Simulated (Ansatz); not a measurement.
A run on CH5NOSi, SMILES `NC1O[SiH2]1` with other settings.

```yaml
crystal:
  periodic: [false, false, false]
  atoms:
    - {symbol: N, position_ang: [-0.536908, 1.438465, -0.082015]}
    - {symbol: C, position_ang: [-0.462540, 0.077432, -0.396534]}
    - {symbol: O, position_ang: [-0.591105, -0.916826, 0.740615]}
    - {symbol: Si, position_ang: [0.892783, -1.049993, 0.021626]}
    - {symbol: H, position_ang: [-1.460120, 1.717426, 0.226513]}
    - {symbol: H, position_ang: [0.148947, 1.740362, 0.594661]}
    - {symbol: H, position_ang: [-1.165128, -0.198955, -1.180153]}
    - {symbol: H, position_ang: [1.199181, -2.285739, -0.735471]}
    - {symbol: H, position_ang: [2.063391, -0.568572, 0.793660]}
basis:
  gaussian: {orbitals: def2-TZVP, nuclear_model: gaussian}
hamiltonian: {xc: {name: LC-wPBE}, pseudopotentials: {relativity: none}}
output: {forces: true}
```

```sh
$ ansatz run in.yaml --threads 2 --pin off --events-out ev --progress --plain --max-ram 4352MiB
```

Output, abridged:

```
Functional definition: LC-wPBE
958 factors; their error is unknown
336 factors; integrals over basis functions are off by at most 1.7e-5 eV
mean field evaluation 1: about -12523.1999 eV, gradient 5.8e1 eV
mean field evaluation 2: about -12521.9705 eV, gradient 6.6e1 eV
mean field evaluation 4: about -12529.3263 eV, gradient 3.4e0 eV
mean field evaluation 8: about -12529.3477 eV, gradient 3.5e-2 eV
mean field evaluation 16: about -12529.3232 eV, gradient 1.0e-4 eV
mean field -12529.32323809 eV, -460.4441363195 hartree, gradient 2.8e-5 eV, S^2 0.000000; 0 other end points of the search recorded, 0 dependent functions left out
reference -12529.32323810 eV, -460.4441363197 hartree; 20, 20 occupied and 140, 140 virtual orbitals, 958 factors
Total energy: -12529.32323810 eV, -460.4441363197 hartree
Atom 0 at    -0.536908     1.438465    -0.082015 Å, force    -0.059322     0.060943     0.185212 eV/Å
Atom 1 at    -0.462540     0.077432    -0.396534 Å, force     0.183898    -0.359600     0.033144 eV/Å
Atom 2 at    -0.591105    -0.916826     0.740615 Å, force     0.120065     0.147995    -0.170757 eV/Å
Atom 3 at     0.892783    -1.049993     0.021626 Å, force    -0.229174     0.101975     0.034416 eV/Å
Atom 4 at    -1.460120     1.717426     0.226513 Å, force     0.044579    -0.011916    -0.049327 eV/Å
Atom 5 at     0.148947     1.740362     0.594661 Å, force    -0.000014     0.001412    -0.047236 eV/Å
Atom 6 at    -1.165128    -0.198955    -1.180153 Å, force     0.018492     0.000107     0.035632 eV/Å
Atom 7 at     1.199181    -2.285739    -0.735471 Å, force    -0.014673     0.086094     0.037685 eV/Å
Atom 8 at     2.063391    -0.568572     0.793660 Å, force    -0.063852    -0.027011    -0.058769 eV/Å
Dipole moment:     0.214687     0.075817    -0.035525 e Å
```

Hardware: 2 threads of an Arm Neoverse V1 on a shared host. Wall time 3 s, peak host memory 0.22 GiB.
